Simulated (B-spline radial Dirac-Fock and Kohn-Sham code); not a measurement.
## The K (1s) hole of lutetium ions: width and yield against charge

Level of theory: independent-particle radiative and Coulomb Auger rates from relativistic LDA hole-state orbitals, with Dirac-Fock energies; an atomic code on a B-spline grid. Tabulated ground configurations, configuration averages; single configurations, so decays that open only by mixing (as 1s 2s² with 1s 2p² in Be-like ions) are missing and such tiny yields are far too low.

| ion | configuration | radiative (eV) | non-radiative (eV) | yield |
| --- | --- | --- | --- | --- |
| Lu | [Xe] 4f14 5d1 6s2 | 31.4 | 1.51 | 0.954 |
| Lu⁺ | [Xe] 4f14 6s2 | 31.4 | 1.51 | 0.954 |
| Lu²⁺ | [Xe] 4f14 6s1 | 31.4 | 1.51 | 0.954 |
| Lu³⁺ | [Xe] 4f14 | 31.4 | 1.51 | 0.954 |
| Lu⁴⁺ | [Xe] 4f13 | 31.4 | 1.51 | 0.954 |
| Lu⁵⁺ | [Xe] 4f12 | 31.4 | 1.51 | 0.954 |
| Lu⁶⁺ | [Kr] 4d10 4f13 5s2 5p4 | 31.4 | 1.51 | 0.954 |
| Lu⁷⁺ | [Kr] 4d10 4f13 5s2 5p3 | 31.3 | 1.51 | 0.954 |

Values without a named source are computed, but for edge energies of neutral atoms, which are taken from tables.
